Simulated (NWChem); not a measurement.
C$_{2}$H$_{5}$BN$_{2}$O; SMILES NB1COC=N1

```xyz
11

N      0.0359    -2.1703     0.0000
B     -0.0083    -0.7691     0.0000
C      1.2002     0.2861     0.0000
O      0.4807     1.5598     0.0000
C     -0.8375     1.2428     0.0000
N     -1.2458     0.0205     0.0000
H      0.8902    -2.7238     0.0000
H     -0.8235    -2.7205     0.0000
H      1.8576     0.2722    -0.8951
H      1.8576     0.2722     0.8951
H     -1.4788     2.1461     0.0000
```
Atoms are numbered in this order, from 1.

Level: PBE-D3(BJ)/def2-SVP (NWChem), optimised geometry, unscaled harmonic frequencies. 

Problem. List the harmonic frequencies with IR intensities, and the thermochemistry.

Solution. 
```
frequency (cm⁻¹)  IR intensity (km/mol)
----------------  ---------------------
165                                 1.5
307                                 3.2
344                                14.2
449                               155.9
477                                 0.1
562                                 0.9
623                                15.9
764                                 3.9
820                                 9.0
826                                 1.4
860                                12.0
916                                24.7
951                                 1.9
1044                               52.6
1151                                4.0
1192                              163.9
1221                                7.0
1311                               15.2
1380                               17.2
1405                              106.9
1554                              303.0
1617                              182.2
2991                                9.6
3042                                8.1
3079                               25.6
3526                               44.3
3635                               34.7
```

| Property | Result |
|---|---|
| zero-point energy | 51.7 kcal/mol |
| thermal correction to the enthalpy at 298.15 K (with zero-point energy) | 55.8 kcal/mol |
| heat capacity Cv | 20.7 cal/(mol K) |
| entropy at 298.15 K and 1 atm (symmetry number 1) | 74.0 cal/(mol K) |
| dipole moment | 2.54 D |

Rigid rotor and harmonic oscillator.
